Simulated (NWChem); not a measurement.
Molecule: CH2F2O2Si; SMILES F[Si]1(F)OCO1

```xyz
8

F      0.0000    -1.2634     1.3423
Si     0.0000     0.0000     0.3727
F      0.0000     1.2634     1.3423
O     -1.1048     0.0000    -0.8650
C      0.0000     0.0000    -1.7719
O      1.1048     0.0000    -0.8650
H      0.0000    -0.9092    -2.3954
H      0.0000     0.9092    -2.3954
```
Atoms are numbered in this order, from 1.

All runs: NWChem. Pople sets run with spherical d functions. Structure relaxed at the PBE0/def2-SVP level. B3LYP is NWChem's, with the RPA form of VWN correlation. Atomic charges in e: unrestrained fits to the electrostatic potential beside Mulliken populations; buried atoms are poorly determined by the fit.

For level Hartree-Fock/6-31G*:

- Mulliken F1: -0.50
- ESP Si2: 1.57
- Mulliken Si2: 1.76
- Mulliken F3: -0.50
- Mulliken O4: -0.74

Task: What are these values for level B3LYP/def2-SVP?

Result: Mulliken F1: -0.30
ESP Si2: 1.41
Mulliken Si2: 0.99
Mulliken F3: -0.30
Mulliken O4: -0.45
